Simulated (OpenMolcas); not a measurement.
**Computed transition rates of Rh+**

| Property | Result |
| --- | --- |
| Program | OpenMolcas 26.06 |
| Method | MS-CASPT2, IPEA 0.25 Eh, imaginary shift 0.1 Eh (closed shells correlated: 4s 4p) |
| Basis | ANO-RCC-VQZP [8s7p5d3f2g1h] |
| Scalar Hamiltonian | DKH2, point nucleus |
| Active space | 8 electrons in 6 orbitals (4d 5s) |
| State averaging | 2S+1 = 3 even, 55 roots; 2S+1 = 5 even, 10 roots kept (CI in the orbitals of an earlier block); 2S+1 = 1 even, 43 roots kept (CI in the orbitals of an earlier block) |
| Spin-orbit coupling | RASSI with atomic mean-field integrals over the reference wave functions, term energies averaged over their components |

Rates come from the transition moments of the reference wave functions (E1 and E2 in the length form). At fixed line strength A goes as λ^-3 for E1 and M1 and as λ^-5 for E2, so a rate at the computed wavelength can be rescaled to the measured one. Measured vacuum wavelengths follow from level energies in NIST Handbook of Basic Atomic Spectroscopic Data. Branching counts decays inside the model space alone, at computed energies, and the table is only a selection of the E2 and M1 lines, drawn from those between levels with measured partners whose computed energy lies within a factor of 1.5 of the measured one.

| Upper | Lower | Type | λ computed (nm) | λ measured (nm) | A computed (s-1) | A rescaled (s-1) | Branching % |
| --- | --- | --- | --- | --- | --- | --- | --- |
| 4d8 3P0 | 4d8 3P1 | M1 | 38530 | 40680 | 9.34e-04 | 7.94e-04 | 26.1 |
| 4d7 5s 5F1 | 4d7 5s 5F2 | M1 | 18950 | 18760 | 1.56e-02 | 1.61e-02 | 62.3 |
| 4d7 5s 5F2 | 4d7 5s 5F3 | M1 | 11820 | 11700 | 5.81e-02 | 5.99e-02 | 89.9 |
| 4d8 3F2 | 4d8 3F3 | M1 | 9351 | 8479 | 3.72e-02 | 4.99e-02 | 100.0 |
| 4d7 5s 5F3 | 4d7 5s 5F4 | M1 | 8146 | 7987 | 1.32e-01 | 1.40e-01 | 95.3 |
| 4d7 5s 5F4 | 4d7 5s 5F5 | M1 | 6287 | 6040 | 1.57e-01 | 1.77e-01 | 91.5 |
| 4d8 3P1 | 4d8 3P2 [63 %] | M1 | 4346 | 4254 | 1.81e-01 | 1.93e-01 | 65.3 |
| 4d8 3F3 | 4d8 3F4 | M1 | 3903 | 4164 | 4.36e-01 | 3.59e-01 | 100.0 |
| 4d8 1D2 [62 %] | 4d8 3P2 [63 %] | M1 | 2827 | 2874 | 4.69e-01 |  | 28.5 |
| 4d8 3P2 [63 %] | 4d8 3F2 | M1 | 2757 | 2182 | 1.88e-01 |  | 32.4 |
| 4d8 3P2 [63 %] | 4d8 3F3 | M1 | 2129 | 1735 | 3.89e-01 |  | 67.1 |
| 4d8 3P1 | 4d8 3F2 | M1 | 1687 | 1442 | 9.33e-02 |  | 33.6 |
| 4d8 3P0 | 4d8 3F2 | E2 | 1616 | 1393 | 2.64e-03 | 5.55e-03 | 73.7 |
| 4d8 1D2 [62 %] | 4d8 3F3 | M1 | 1215 | 1082 | 1.10e+00 |  | 67.0 |
| 4d8 1G4 | 4d8 3F3 | M1 | 887.2 | 802.9 | 2.28e-01 |  | 24.6 |
| 4d8 1G4 | 4d8 3F4 | M1 | 722.9 | 673.2 | 6.98e-01 |  | 75.2 |
| 4d7 5s 5F5 | 4d8 3F4 | E2 | 661.8 | 592.2 | 2.97e-03 |  | 87.9 |
| 4d7 5s 3F3(1) | 4d8 3F3 | E2 | 437.8 | 399.4 | 2.57e+00 | 4.07e+00 | 43.9 |
| 4d7 5s 3F2(1) | 4d8 3F2 | E2 | 433.6 | 396 | 3.01e+00 | 4.74e+00 | 54.3 |
| 4d7 5s 3F4(1) | 4d8 3F4 | E2 | 429.6 | 394.1 | 4.42e+00 | 6.80e+00 | 82.9 |
| 4d7 5s 3F2(1) | 4d8 3F3 | E2 | 414.4 | 378.3 | 1.74e+00 | 2.74e+00 | 31.4 |
| 4d7 5s 3F3(1) | 4d8 3F4 | E2 | 393.7 | 364.4 | 2.21e+00 | 3.25e+00 | 37.8 |

Spin-changing lines and M1 lines between different terms are not rescaled, since their strength hangs on the term gaps too.

The largest correction is for 4d8 3P0 → 4d8 3F2 (E2): 2.64e-03 × (1616 / 1393)^5 = 5.55e-03 s-1, a factor of 2.10.

The computed rate and branching of 4d8 3F3 → 4d8 3F4 give the upper level a radiative lifetime of 1.000 / 4.36e-01 s-1 = 2.29e+00 s, counting decays inside the model space alone. The rescaled rate gives about 2.8e+00 s.

These are rates of the free ion; in crystals, glasses and complexes forced electric-dipole and non-radiative decay shorten such lifetimes by orders of magnitude. No measured rate stands beside these. Rescaling mends the energy factor alone: line strengths can still be far off where a level mixes with configurations outside the active space, and weak or spin-changing lines hang on small mixing coefficients that depend on the term gaps too, so rescaling need not improve them.

CASPT2 does not keep the components of a term degenerate, so their means are used; among the terms shown or strongly mixed into the levels shown the widest spread is 1500 cm-1 (4d8 1G). Terms from blocks run as CI alone lack orbitals of their own. A single d shell beside an s shell can misplace configurations of different d count against each other. Measured partners are found by configuration, term and J. A level has none where our copy of the source lacks it or the pairing is in doubt (some pairs that miss far off the trend of their configuration count as doubtful). Only configurations of the active space appear.

A share in square brackets marks a mixed level and gives the weight of the term that names it. A number in round brackets counts repeated terms of one configuration in the order of the reference energies.
